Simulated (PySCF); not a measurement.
A structure optimised at PBE-D3(BJ)/def2-SVP, used in a PySCF frequency run:

```
Si
F 1 1.6427
F 1 1.6427 2 106.42
Si 1 2.3559 2 108.21 3 116.09
H 4 1.5038 1 110.44 2 -57.47
H 4 1.5049 5 109.60 1 120.24
H 4 1.5049 5 109.60 6 119.52
Si 1 2.3559 2 108.21 3 -116.09
H 8 1.5038 1 110.44 2 57.47
H 8 1.5049 9 109.60 1 -120.24
H 8 1.5049 9 109.60 10 -119.52
```
Charge 0, spin multiplicity 1.

Q: Write its SMILES, formula and point group.

A: F[Si](F)([SiH3])[SiH3], F2H6Si3, C2v

Q: What are its rotational constants (standard atomic weights)?

A: 2.5459, 1.5029, 1.2920 GHz
